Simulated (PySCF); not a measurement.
Molecule: SMILES COc1ccnnc1, C5H6N2O.

Geometry (Å), atoms numbered from 1 in this order:
```xyz
14

C     2.251    0.352   -0.094
O     1.361   -0.672    0.292
C     0.039   -0.449    0.176
C    -0.569    0.701   -0.308
C    -1.962    0.707   -0.331
N    -2.704   -0.302    0.074
N    -2.134   -1.383    0.526
C    -0.830   -1.481    0.586
H     2.150    0.587   -1.158
H     2.096    1.259    0.498
H     3.249   -0.038    0.097
H    -0.011    1.557   -0.655
H    -2.506    1.568   -0.695
H    -0.429   -2.407    0.971
```

Frames of a GFN2-xTB Langevin trajectory at 600 K; GIAO PBE0/pcSseg-1 shieldings in PySCF 2.14, gas phase, non-relativistic; equivalent atoms averaged within each frame.

Chemical shifts δ = σref − σ; TMS for $^{13}$C (σ = 186.93 ppm), $^{1}$H (σ = 31.72 ppm); $^{17}$O (σ = 336.08 ppm) vs H2O; NH3 for $^{15}$N (σ = 267.73 ppm), all at this level. The references are static minima.

Question: How do the shifts (ppm) fluctuate along the trajectory?

Answer: 
```csv
time (fs),C3,C5,C8,C4,C1,O2,N7,N6,H14,H13
optimised geometry,163.9,154.6,148.6,108.6,55.2,108.1,464.8,433.2,9.33,9.29
250,168.0,160.7,154.5,127.0,69.2,108.9,510.2,456.0,10.96,10.05
425,174.9,144.3,149.2,105.5,62.5,119.8,437.7,388.9,9.50,9.12
625,163.2,162.2,148.0,101.5,65.2,141.8,514.5,444.8,9.68,8.90
800,177.3,162.8,155.5,113.7,56.7,122.7,466.2,451.5,8.48,11.25
1000,172.2,149.9,159.9,117.1,52.8,109.8,481.8,442.9,9.58,10.65
mean of frames,171.1,156.0,153.4,113.0,61.3,120.6,482.1,436.8,9.64,10.00
standard deviation,5.6,8.4,4.9,10.0,6.5,13.3,31.9,27.3,0.88,1.00
```

5 frames give an uncertainty of the mean of about the standard deviation over 2.2 at best, since frames this close in time may not be independent; classical motion lacks zero-point vibration, and the reference would need the same averaging.
